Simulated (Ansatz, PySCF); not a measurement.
SeCl₃, SMILES Cl[Se+](Cl)Cl, charge +1. Atoms are numbered in the order given.

```xyz
4

Se     0.0000    -0.0003     0.5762
Cl     1.6256    -0.9384    -0.3779
Cl    -1.6256    -0.9384    -0.3779
Cl     0.0000     1.8771    -0.3769
```
Charge +1, spin multiplicity 1.

Geometry optimised at ωB97X-D3(BJ)/def2-SVP. The multiplicity is an assumed one; other spin states were not compared. The isomer is the one that the SMILES or the coordinates give; other isomers of the formula were not compared.

Two levels are set side by side: PBE-D3(BJ)/def2-SVP (Ansatz, an electronic-structure program) and ωB97X-D3(BJ)/def2-SVP (PySCF). Each level has its own optimised geometry; the coordinates shown are those of the second. Frequencies come from the Hessian of PySCF at each geometry. Differences are taken from unrounded values.

```
quantity                            ωB97X-D3(BJ)  PBE-D3(BJ)  PBE-D3(BJ) minus ωB97X-D3(BJ)
----------------------------------  ------------  ----------  -----------------------------
mean bond length (Å)                       2.105       2.151                          0.046
bond Se1–Cl2 (Å)                           2.105       2.151                          0.046
bond Se1–Cl3 (Å)                           2.105       2.151                          0.046
bond Se1–Cl4 (Å)                           2.105       2.151                          0.046
highest harmonic wavenumber (cm⁻¹)           463         410                            -52
mean harmonic wavenumber (cm⁻¹)              320         282                            -38
zero-point energy (kcal/mol)                2.74        2.42                          -0.32
```

Exact exchange shortens and stiffens bonds; PBE has none. Differences between two approximate levels are no errors against the true value.
